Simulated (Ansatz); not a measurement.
Cost and result for the atomization energy of CH$_{6}$AlBFNO (12 atoms, 12 bonds).

Z-matrix (Å, degrees):
```
Al
O 1 1.811
C 1 2.411 2 32.8
B 1 2.125 2 117.5 3 -103.8
N 1 2.069 2 70.8 3 4.6
H 1 1.597 2 114.6 3 102.9
F 3 1.386 1 118.1 2 -96.1
H 3 1.098 1 135.9 2 83.3
H 4 1.203 1 123.7 2 112.4
H 4 1.201 1 122.7 2 -68.5
H 5 1.014 1 115.6 2 107.3
H 5 1.014 1 123.3 2 -114.8
```

Charge 0, multiplicity 1. The bonds changed during the relaxation, so this is another structure than the one it started from. Geometry: relaxed with PBE0-D4/def2-TZVP. It is one conformer, not always the lowest. Program: Ansatz. All runs use 4 threads of a server CPU on a shared host. Times are those of one run each, without the atoms' runs, and a repeat can differ threefold. Electronic energies, without spin–orbit coupling; frozen cores. CCSD(T)/CBS adds CCSD(T) − MP2 in def2-TZVPP to the MP2 limit, and its time is that of the two runs behind it. T1 = 0.012. B3LYP takes the VWN-RPA correlation (the form of Gaussian; ORCA's B3LYP/G).

CCSD(T)/CBS is a level of theory with its own doubt, some kJ/mol a heavy atom from the limit and from the frozen cores, so smaller differences don't rank the functionals.

```json
{"level": "LDA (SPW92)/def2-TZVPP", "functions": "281", "wall time": "1.3 s", "atomization (kJ/mol)": "4919.9", "difference from CCSD(T)/CBS": "673.4", "per bond": "56.1"}
{"level": "revPBE-D4/def2-TZVPP", "functions": "281", "wall time": "1.6 s", "atomization (kJ/mol)": "4221.6", "difference from CCSD(T)/CBS": "-24.9", "per bond": "-2.1"}
{"level": "BHLYP-D4/def2-TZVPP", "functions": "281", "wall time": "2.4 s", "atomization (kJ/mol)": "4106.2", "difference from CCSD(T)/CBS": "-140.3", "per bond": "-11.7"}
{"level": "r2SCAN-D4/def2-TZVPP (with forces)", "functions": "281", "wall time": "3 s", "atomization (kJ/mol)": "4266.0", "difference from CCSD(T)/CBS": "19.5", "per bond": "1.6"}
{"level": "B3LYP-D4/def2-TZVPP (with forces)", "functions": "281", "wall time": "3.6 s", "atomization (kJ/mol)": "4248.0", "difference from CCSD(T)/CBS": "1.5", "per bond": "0.1"}
{"level": "CCSD(T)/def2-SVP", "functions": "118", "wall time": "4 s", "atomization (kJ/mol)": "4011.3", "difference from CCSD(T)/CBS": "-235.2", "per bond": "-19.6"}
{"level": "B2PLYP/def2-TZVPP", "functions": "281", "wall time": "4.2 s", "atomization (kJ/mol)": "4202.1", "difference from CCSD(T)/CBS": "-44.4", "per bond": "-3.7"}
{"level": "PBE-QIDH/def2-TZVPP", "functions": "281", "wall time": "4.6 s", "atomization (kJ/mol)": "4210.5", "difference from CCSD(T)/CBS": "-36.0", "per bond": "-3.0"}
{"level": "ωB97X-V/def2-TZVPP", "functions": "281", "wall time": "5 s", "atomization (kJ/mol)": "4276.9", "difference from CCSD(T)/CBS": "30.4", "per bond": "2.5"}
{"level": "ωB97M-V/def2-TZVPP (with forces)", "functions": "281", "wall time": "7 s", "atomization (kJ/mol)": "4270.9", "difference from CCSD(T)/CBS": "24.4", "per bond": "2.0"}
{"level": "MP2/def2-QZVPP", "functions": "535", "wall time": "19 s", "atomization (kJ/mol)": "4287.6", "difference from CCSD(T)/CBS": "41.1", "per bond": "3.4"}
{"level": "CCSD(T)/def2-TZVPP", "functions": "281", "wall time": "69 s", "atomization (kJ/mol)": "4127.7", "difference from CCSD(T)/CBS": "-118.8", "per bond": "-9.9"}
{"level": "CCSD(T)/CBS(def2)", "functions": "–", "wall time": "88 s", "atomization (kJ/mol)": "4246.5", "difference from CCSD(T)/CBS": "0.0", "per bond": "0.0"}
```

From PBE to PBE0 (25 % exact exchange), in def2-TZVPP and without D4, the atomization energy moves by −92.1 kJ/mol: exact exchange takes away binding that semilocal exchange gives to molecules. The D4 term adds +37.2 kJ/mol with B3LYP and +19.6 kJ/mol with PBE0; it sums over pairs of atoms, weighted by their polarisabilities, and B3LYP, whose exchange is more repulsive, gets the larger term. At CCSD(T), def2-SVP lies −235.2 kJ/mol from the extrapolated value and def2-TZVPP −118.8 kJ/mol: correlation converges slowly with the basis, and small sets miss more of it in the bonded molecule than in its fragments.
